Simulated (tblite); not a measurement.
Species: C₆H₁₁FGeSi.
Numbering: `[CH:1]#[C:2][CH2:3][CH2:4][Ge:5]1([F:6])[CH2:7][SiH2:8][CH2:9]1` (hydrogens: H10 on C1; H11, H12 on C3; H13, H14 on C4; H15, H16 on C7; H17, H18 on Si8; H19, H20 on C9)

Computed with GFN2-xTB (tblite), gas phase: L-BFGS steps from a force-field or distance-geometry start until the largest atomic force falls under 0.01 eV/Å.

Step 2: E = -727.9213 eV
```
atom  x, y, z in Å  |  force x, y, z in eV/Å
C1      3.2855    0.7735    0.4793   -0.609  -0.777  -0.885
C2      2.7527    0.0770   -0.3517    0.528   0.261   0.267
C3      2.1080   -0.7652   -1.3629    0.226  -0.179   0.414
C4      0.8172   -1.3461   -0.7923    0.735   0.240  -0.076
Ge5    -0.2894    0.1844   -0.2838   -0.431  -0.399   0.278
F6      0.4145    1.7539   -0.7570   -0.103  -0.103  -0.029
C7     -1.0521    0.1658    1.5347   -0.720   0.171  -0.745
Si8    -2.6147    0.9620    0.7429    0.347  -0.199  -0.159
C9     -2.1686    0.0418   -0.8778    0.049   0.363   0.803
H10     3.7253    1.3968    1.1967    0.038   0.014   0.046
H11     2.7193   -1.6101   -1.6597    0.618   0.003  -0.084
H12     1.8815   -0.1683   -2.2433    0.055   0.172  -0.088
H13     0.2988   -1.9310   -1.5378   -0.049  -0.276  -0.137
H14     1.0514   -1.9619    0.0757   -0.112  -0.043  -0.071
H15    -0.6170    0.7962    2.2470    0.625   0.277   1.275
H16    -1.1980   -0.8725    1.8258    0.132   0.311   0.303
H17    -3.8670    0.5825    1.3331   -0.502  -0.054   0.244
H18    -2.3428    2.3868    0.5739   -0.198   0.039   0.088
H19    -2.5002   -0.9905   -0.7773    0.009   0.179  -0.522
H20    -2.4097    0.5357   -1.7783   -0.640   0.001  -0.924
```

Step 3: E = -728.0056 eV
```
atom  x, y, z in Å  |  force x, y, z in eV/Å
C1      3.2826    0.7701    0.4758   -0.463  -0.597  -0.670
C2      2.7550    0.0735   -0.3564    0.572   0.330   0.381
C3      2.1122   -0.7669   -1.3574    0.265  -0.165  -0.071
C4      0.8277   -1.3436   -0.7940    0.327   0.032  -0.103
Ge5    -0.2956    0.1778   -0.2799   -0.159  -0.305   0.109
F6      0.4131    1.7527   -0.7575   -0.137  -0.168  -0.002
C7     -1.0613    0.1687    1.5266   -0.142   0.560   0.162
Si8    -2.6112    0.9594    0.7412   -0.105  -0.009   0.044
C9     -2.1688    0.0468   -0.8683   -0.163   0.467  -0.046
H10     3.7248    1.3956    1.1957   -0.029  -0.075  -0.064
H11     2.7282   -1.6098   -1.6607    0.557   0.050  -0.060
H12     1.8824   -0.1662   -2.2437    0.107   0.054   0.066
H13     0.2985   -1.9344   -1.5390    0.092  -0.134  -0.008
H14     1.0495   -1.9623    0.0745   -0.072  -0.050  -0.046
H15    -0.6085    0.7990    2.2646    0.231  -0.194   0.613
H16    -1.1959   -0.8671    1.8299    0.082   0.271   0.272
H17    -3.8738    0.5819    1.3365   -0.305  -0.006   0.151
H18    -2.3457    2.3874    0.5752   -0.195   0.008   0.086
H19    -2.4997   -0.9869   -0.7851   -0.004   0.155  -0.452
H20    -2.4189    0.5350   -1.7907   -0.458  -0.223  -0.361
```

Step 4: E = -728.1244 eV
```
atom  x, y, z in Å  |  force x, y, z in eV/Å
C1      3.2755    0.7622    0.4682   -0.025  -0.056  -0.024
C2      2.7663    0.0669   -0.3650    0.311   0.027   0.054
C3      2.1284   -0.7716   -1.3569    0.215  -0.162  -0.394
C4      0.8500   -1.3443   -0.8024   -0.181  -0.116   0.018
Ge5    -0.3079    0.1566   -0.2722    0.150   0.051  -0.074
F6      0.4078    1.7478   -0.7585   -0.186  -0.307   0.041
C7     -1.0711    0.1898    1.5331    0.248   0.463   0.616
Si8    -2.6177    0.9578    0.7426   -0.421   0.230   0.216
C9     -2.1776    0.0651   -0.8673   -0.245   0.299  -0.535
H10     3.7210    1.3882    1.1883   -0.061  -0.104  -0.103
H11     2.7555   -1.6063   -1.6626    0.485   0.040  -0.086
H12     1.8874   -0.1640   -2.2384    0.168  -0.007   0.062
H13     0.3027   -1.9399   -1.5367    0.211  -0.054  -0.018
H14     1.0437   -1.9632    0.0706    0.049  -0.090   0.010
H15    -0.5937    0.7917    2.3012   -0.032  -0.301   0.130
H16    -1.1899   -0.8477    1.8416   -0.021   0.225   0.232
H17    -3.8896    0.5817    1.3443   -0.122   0.022   0.061
H18    -2.3550    2.3887    0.5794   -0.207  -0.026   0.083
H19    -2.4969   -0.9726   -0.8093   -0.075   0.059  -0.303
H20    -2.4439    0.5239   -1.8128   -0.260  -0.194   0.012
```

Step 5: E = -728.2129 eV
```
atom  x, y, z in Å  |  force x, y, z in eV/Å
C1      3.2687    0.7545    0.4619    0.214   0.225   0.315
C2      2.7836    0.0579   -0.3763    0.104  -0.194  -0.185
C3      2.1511   -0.7796   -1.3643    0.046  -0.158  -0.362
C4      0.8714   -1.3487   -0.8117   -0.405  -0.151   0.112
Ge5    -0.3191    0.1338   -0.2649    0.238   0.407  -0.140
F6      0.3984    1.7366   -0.7591   -0.188  -0.378   0.060
C7     -1.0776    0.2184    1.5523    0.375   0.283   0.568
Si8    -2.6345    0.9611    0.7488   -0.360   0.236   0.220
C9     -2.1926    0.0883   -0.8761   -0.191   0.092  -0.526
H10     3.7152    1.3776    1.1778   -0.003   0.000   0.015
H11     2.7954   -1.6016   -1.6663    0.372  -0.009  -0.142
H12     1.8963   -0.1619   -2.2310    0.206  -0.022  -0.074
H13     0.3119   -1.9467   -1.5340    0.248  -0.046  -0.111
H14     1.0381   -1.9656    0.0661    0.180  -0.130   0.064
H15    -0.5769    0.7793    2.3462   -0.184  -0.191  -0.191
H16    -1.1835   -0.8194    1.8586   -0.147   0.079   0.216
H17    -3.9094    0.5818    1.3542   -0.031   0.023   0.014
H18    -2.3695    2.3899    0.5858   -0.219   0.013   0.077
H19    -2.4948   -0.9536   -0.8424   -0.166  -0.071  -0.122
H20    -2.4774    0.5086   -1.8383   -0.087  -0.006   0.191
```

Problem. Estimate the geometry and energy of step 6. (The exact step hangs on the optimiser's Hessian estimate; all steps are aligned on step 5, rigid shifts and turns removed.)

Solution. E = -728.2522 eV, largest force 0.465 eV/Å
```
atom  x, y, z in Å  |  force x, y, z in eV/Å
C1      3.2664    0.7513    0.4604    0.183   0.158   0.236
C2      2.7956    0.0516   -0.3834    0.072  -0.175  -0.148
C3      2.1631   -0.7865   -1.3719   -0.026  -0.130  -0.184
C4      0.8778   -1.3527   -0.8147   -0.284  -0.102   0.096
Ge5    -0.3225    0.1286   -0.2625    0.134   0.435  -0.095
F6      0.3907    1.7249   -0.7585   -0.137  -0.311   0.038
C7     -1.0770    0.2359    1.5677    0.219   0.073   0.252
Si8    -2.6469    0.9656    0.7546   -0.156   0.102   0.134
C9     -2.2025    0.1009   -0.8856   -0.109  -0.047  -0.239
H10     3.7129    1.3730    1.1737    0.037   0.063   0.089
H11     2.8222   -1.5996   -1.6708    0.240  -0.014  -0.157
H12     1.9041   -0.1607   -2.2293    0.204  -0.043  -0.148
H13     0.3201   -1.9515   -1.5350    0.207  -0.066  -0.155
H14     1.0380   -1.9689    0.0647    0.212  -0.127   0.065
H15    -0.5699    0.7719    2.3687   -0.147  -0.010  -0.180
H16    -1.1826   -0.8034    1.8711   -0.188   0.046   0.186
H17    -3.9209    0.5821    1.3599   -0.019   0.015   0.010
H18    -2.3807    2.3911    0.5904   -0.223   0.071   0.071
H19    -2.4963   -0.9446   -0.8617   -0.185  -0.078  -0.033
H20    -2.4967    0.5018   -1.8505   -0.033   0.139   0.162
```

The energy changes by -0.0393 eV. The first-order estimate −F·Δx gives -0.0545 eV and the mean of the old and new forces, exact on a quadratic surface, -0.0393 eV. The step makes an angle of 63° with the force vector and moves no atom by more than 0.027 Å.

What follows is the cost of the whole relaxation. The run took 8.2 s wall, 7.0 s CPU on one thread, Intel Xeon at 2.50 GHz (x86_64) (shared host).
